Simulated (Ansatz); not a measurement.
Input file for Ansatz (a program for electronic structure): R-BHLYP/def2-TZVPP on LiMg-, 2S+1 = 1, a spin state set in the input, which need not be the lowest, a point of a bond scan (R = 3.531 Å). Charge -1.

Ansatz 0.2 input:
```yaml
crystal:
  periodic: [false, false, false]
  atoms:
    - {symbol: Li, position_ang: [0.00000000, 0.00000000, 0.00000000]}
    - {symbol: Mg, position_ang: [0.00000000, 0.00000000, 3.53119200]}
basis:
  gaussian:
    orbitals: def2-TZVPP
    pivot_positions_ang: [[0.00000000, 0.00000000, 0.00000000], [0.00000000, 0.00000000, 3.53119200]]
hamiltonian:
  xc: {name: BHLYP}
total_charge: -1
output: {forces: true, orbitals: {seedname: ./end}}
```

Question: What total energy does the run end on?

Answer: -207.5736 hartree.
